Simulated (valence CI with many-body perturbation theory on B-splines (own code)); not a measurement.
## Bi2+: calculation against measured levels

Method: configuration interaction combined with many-body perturbation theory (CI+MBPT): three valence electrons over a frozen Dirac-Fock core [Xe] 4f14 5d10, radial functions for each j: 11 s, 11 p, 10 d, 8 f, 5 g, 2 h, with the one-electron correlation potential Σ1 (screened to all orders), the two-electron term Σ2, the three-electron term Σ3, Breit, model QED; selected single and double excitations, second order for the rest (own B-spline code, finite nucleus).

Against 20 measured levels this calculation errs by 531 cm⁻¹ on average and by 1325 at most. These come from a selection out of Moore, Atomic Energy Levels, vol. III, NSRDS-NBS 35 (1971 reprint of NBS Circular 467, 1958), an old analysis. Levels without a partner in it may be off by more. The list stops below the first excitations out of the core.

Measured levels: Moore, Atomic Energy Levels, vol. III, NSRDS-NBS 35 (1971 reprint of NBS Circular 467, 1958). Pairs share parity and J, and are chosen by configuration, term and nearness in energy; levels without a clear partner are left out. The analysis is old, and some levels have since been revised. Energies in cm⁻¹ above the measured ground level.

Names give the largest LS component (configuration and term), which can be under half, so a name can repeat, a term be missing and a line seem to break the LS rules; names also repeat where a configuration has a term twice.

| Computed label | Label in the source | Measured | Computed | Difference |
| --- | --- | --- | --- | --- |
| 6s2 6p 2P°_1/2 | 6s2 6p 2P° | 0 | 0.0 | 0 |
| 6s2 6p 2P°_3/2 | 6s2 6p 2P° | 20788 | 21097.2 | +309 |
| 6s 6p2 4P_1/2 | 6s 6p2 4P | 70254 | 69650.6 | -603 |
| 6s 6p2 4P_3/2 | 6s 6p2 4P | 83038 | 82629.1 | -409 |
| 6s 6p2 4P_5/2 | 6s 6p2 4P | 89236 | 89070.4 | -166 |
| 6s2 7s 2S_1/2 | 6s2 7s 2S | 95075 | 95668.5 | +593 |
| 6s 6p2 2D_3/2 | 6s2 6d 2D | 96154 | 96359.4 | +205 |
| 6s2 6d 2D_5/2 | 6s2 6d 2D | 102446 | 102877.6 | +432 |
| 6s 6p2 2P_1/2 | 6s 6p2 2P | 108052 | 108834.0 | +782 |
| 6s2 6d 2D_3/2 | 6s 6p2 2D | 108586 | 109282.3 | +696 |
| 6s 6p2 2D_5/2 | 6s 6p2 2D | 116414 | 116979.5 | +566 |
| 6s2 7p 2P°_1/2 | 6s2 7p 2P° | 116993 | 117280.5 | +287 |
| 6s2 7p 2P°_3/2 | 6s2 7p 2P° | 122128 | 122365.3 | +237 |
| 6s 6p2 2P_3/2 | 6s 6p2 2P | 130966 | 132291.0 | +1325 |
| 5f 6s2 2F°_7/2 | 6s2 5f 2F° | 137455 | 138038.7 | +584 |
| 5f 6s2 2F°_5/2 | 6s2 5f 2F° | 137555 | 138141.6 | +587 |
| 6s2 8s 2S_1/2 | 6s2 8s 2S | 145227 | 144421.3 | -806 |
| 6s2 7d 2D_3/2 | 6s2 7d 2D | 149086 | 149383.4 | +297 |
| 6s2 7d 2D_5/2 | 6s2 7d 2D | 149796 | 150071.0 | +275 |
| 6s2 8p 2P°_1/2 | 6s2 8p 2P° | 154198 | 153475.0 | -723 |
| 6s2 8p 2P°_3/2 | 6s2 8p 2P° | 156421 | 155676.3 | -745 |

Over 20 excited levels the mean absolute difference is 531 cm⁻¹, the median 575 and the largest 1325. The comparison draws on a selection of the measured levels: 21 of the 22 computed ones have a partner in it, and others may be off by more.
